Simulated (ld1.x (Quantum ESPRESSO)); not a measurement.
Reading a pseudo-wave (P (Z = 15))

Columns: radius, all-electron u(r) and pseudo u(r) of the 3p shell (level -14.22 eV) of phosphorus in the configuration [Ne] 3s2 3p2; PBE, scalar-relativistic, RRKJ scheme, ld1.x (Quantum ESPRESSO) 7.5.

| r (bohr) | all-electron | pseudo |
| --- | --- | --- |
| 0.100 | 0.1450 | -0.0046 |
| 0.200 | 0.2904 | -0.0187 |
| 0.300 | 0.3275 | -0.0426 |
| 0.400 | 0.2770 | -0.0769 |
| 0.500 | 0.1750 | -0.1216 |
| 0.600 | 0.0494 | -0.1764 |
| 0.700 | -0.0816 | -0.2400 |
| 0.800 | -0.2070 | -0.3101 |
| 0.900 | -0.3207 | -0.3836 |
| 1.000 | -0.4201 | -0.4570 |
| 1.100 | -0.5044 | -0.5263 |
| 1.200 | -0.5739 | -0.5881 |
| 1.300 | -0.6292 | -0.6398 |
| 1.400 | -0.6710 | -0.6796 |
| 1.500 | -0.7004 | -0.7074 |
| 1.600 | -0.7188 | -0.7238 |
| 1.700 | -0.7275 | -0.7303 |
| 1.800 | -0.7278 | -0.7289 |
| 1.900 | -0.7213 | -0.7214 |
| 2.000 | -0.7089 | -0.7089 |
| 2.100 | -0.6919 | -0.6919 |
| 2.200 | -0.6712 | -0.6712 |
| 2.300 | -0.6478 | -0.6478 |
| 2.400 | -0.6223 | -0.6223 |
| 2.500 | -0.5954 | -0.5954 |
| 2.600 | -0.5676 | -0.5676 |

(1) How many radial nodes do the two functions have?

(2) At about which radius was the pseudo-wave matched?

(3) Is the pseudo-wave norm-conserving?

Answers

(1) The all-electron 3p function has n − l − 1 = 1; the pseudo-wave has 0, since the states of the same l below it are removed with the core.

(2) 2.00 bohr, where the columns begin to agree (steps of 0.10 bohr).

(3) Yes: the RRKJ scheme keeps the norm inside the radius equal to the all-electron one, which fixes the energy derivative of the logarithmic derivative at the level.
